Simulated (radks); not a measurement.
Ti19+, 3 electrons, occupied as [He] 2s1 (the NIST ground configuration).

All-electron calculation, Dirac Kohn-Sham, BLYP, spin-unpolarised, spherical densities, point nucleus. Program: a radial shooting solver on a logarithmic mesh with Libxc functionals.

Energy parts (Ry):
part                       energy
total                 -1051.21027
kinetic                1064.96194
electron-nucleus      -2160.50351
Hartree                  75.27478
exchange-correlation    -30.94348

Orbitals (lengths in bohr, moments of r in powers of bohr; r(max) is where P^2 peaks):
| orbital | occ. | eigenvalue (Ry) | r(max) | <1/r> | <r> | small-component weight |
|---|---|---|---|---|---|---|
| 1s1/2 | 2 | -441.1838 | 0.04540 | 21.94 | 0.06898 | 6.28e-03 |
| 2s1/2 | 1 | -101.9135 | 0.2481 | 5.230 | 0.2868 | 1.42e-03 |
| 2p1/2 | 0 | -98.98246 | 0.1941 | 5.169 | 0.2440 | 1.39e-03 |
| 2p3/2 | 0 | -98.36551 | 0.1959 | 5.106 | 0.2460 | 1.38e-03 |
| 3s1/2 | 0 | -44.29798 | 0.6444 | 2.229 | 0.6666 | 5.85e-04 |
| 3d3/2 | 0 | -42.32049 | 0.4574 | 2.178 | 0.5379 | 5.65e-04 |
| 3d5/2 | 0 | -42.27059 | 0.4583 | 2.172 | 0.5389 | 5.65e-04 |

The highest occupied level is 2s1/2 at -1386.6 eV. The density falls to 0.001 e/bohr^3 at r = 0.81 bohr. For comparison, the ionisation energy in NIST's Atomic Spectra Database is 1425.3 eV (theoretical). In exact Kohn-Sham theory the highest level is minus the ionisation energy, but local and semilocal functionals leave it too shallow, through self-interaction and a potential that decays too fast; potentials with the right tail come closer. Summed over all electrons, <r^2> = 0.1090 bohr^2, which gives a Langevin (diamagnetic) susceptibility term of -0.0863 x 10^-6 cm^3/mol.

Beside tabulated values, note that spin-unpolarised runs miss the spin-polarisation part of the exchange energy of open shells.
